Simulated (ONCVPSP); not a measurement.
**Ranking ONCV potentials for Be (Z = 4)**

All share these settings but for the change named:

beryllium (Be), optimised norm-conserving Vanderbilt (ONCV), made with ONCVPSP 4.0.1 (PBE, scalar-relativistic). Core [He], reference 2s1 (charge +1). Waves: 2s: rc 1.60 bohr, ncon 3, nbas 8, qcut 3.7 1/bohr, 1 projector; p scattering state at 0.07 Ha: rc 1.70 bohr, ncon 5, nbas 9, qcut 4.1 1/bohr, 3 projectors, debl 3 Ha. Local part: polynomial inside 1.20 bohr (lpopt 3, dvloc0 0 Ha). Core correction: Teter function, fcfact 3, rcfact 1.65.

In the p channel the program set the typed energies aside and used 0.050, 3.050, 6.050 Ha.

Test errors are all-electron minus pseudo excitation energies from the reference, over 2s2; 2s1.5; 2s1 2p1; 2s0 2p2. None of these files shows a bound ghost.

The base gives 34.3 meV.

Of 8 variants that were run, those that failed, showed a ghost or another fault, or gave nearly equal values are left out.

A variant can come out equal or close to the base, since the largest error may sit in a test that the change hardly touches while other tests move.

Question: Rank these variants by their largest absolute test error, smallest first.
A. p: qcut 4.7
B. p: qcut 3.9
C. p: qcut 5.7
D. p: qcut 2.6

Answer: C (26.9 meV), A (30.7 meV), B (35.4 meV), D (41.4 meV).
